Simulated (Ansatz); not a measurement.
Results of the Gaussian-basis code of Ansatz.

A structure relaxed at PBE0-D4/def2-TZVP, charge 0, multiplicity 1:

```xyz
8

S    -0.236    2.373    0.578
Si    0.203    0.410   -0.115
S     1.289    0.874   -1.885
O    -1.055   -0.666   -0.351
Al   -0.223   -1.605    0.866
H    -0.514    1.981    1.832
H     1.116   -0.352   -2.408
H    -0.581   -3.016    1.483
```

Question: Give its formula and SMILES.

Answer: AlH3OS2Si, `S[Si]1(S)[O][AlH]1`.

Question: Summarise the bond lengths by kind.

Answer: 2 × S–Si 2.128 Å; 2 × H–S 1.343 to 1.344 Å; 1 × O–Si 1.672 Å; 1 × Al–Si 2.282 Å; 1 × Al–O 1.748 Å; 1 × Al–H 1.580 Å.
